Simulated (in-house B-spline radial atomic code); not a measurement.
A run on an ion of nuclear charge 5 with 5.8 electrons that did not converge. Method: non-relativistic HSE06, spin-polarised, spherical fractional occupations, point nucleus; computed with an all-electron radial atomic-structure program (B-spline basis).

Command:
```bash
python run_scf.py task.json out
```
Settings:
```
Z                5
configuration    [He] 2s2 2p1.8
hamiltonian      nr
method           hse06
spin_polarised   True
```

First and last ten iterations of the last attempt (damped for 15 steps, keeping 80 % of the old Fock matrix, then DIIS):
```
 iter        energy (Eh)    residual
    1         -24.161776    8.81e-02
    2         -24.412916    5.44e-02
    3         -24.517669    3.76e-02
    4         -24.576642    2.46e-02
    5         -24.607983    1.52e-02
    6         -24.623468    8.80e-03
    7         -24.630466    4.97e-03
    8         -24.633542    2.48e-03
    9         -24.303373    3.25e-02
   10         -24.610378    1.41e-02
  111         -24.297536    3.35e-02
  112         -24.298731    3.31e-02
  113         -24.299804    3.31e-02
  114         -24.299689    3.30e-02
  115         -24.300450    3.27e-02
  116         -24.300427    3.28e-02
  117         -24.301925    3.28e-02
  118         -24.302223    3.28e-02
  119         -24.300703    3.30e-02
  120         -24.620110    1.12e-02
 not converged after 120 iterations
```

The smallest residual met was 4.5e-04; the threshold is about 1e-07. No energy from this run should be used. The likely cause: this method binds the added charge weakly or not at all at the basis-set limit, so charge moves back and forth between the atom and the box. Cost of the run: 1.5 s on 1 thread of Intel(R) Xeon(R) 6975P-C (shared host).
